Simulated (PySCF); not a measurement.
# Correlation energy of Nb (niobium, neutral)

[Kr] 4d4 5s1, high-spin 6D determinant. All numbers are calculated (PySCF 2.14, the spin-free X2C one-electron Hamiltonian (Gaussian nucleus), in x2c-TZVPPall with one added diffuse shell each of s, p, d, f type (9s7p7d3f1g, 95 functions)). Frozen: [Ar] 3d10; 13 electrons correlated.

| level | correlation energy (mhartree) |
| --- | --- |
| CCSD | -320.12 |
| (T) | -9.62 |
| CCSD(T) | -329.74 |

Diagnostics: T1 = 0.012, D1 = 0.0525, largest double amplitude 0.020.

**Question.** Is a single reference adequate?

**Answer.** Yes, within this model without spin-orbit coupling: T1 lies below 0.03 and no double amplitude reaches 0.07.

This basis was not built for core-valence correlation, so the inner-shell part is incomplete.
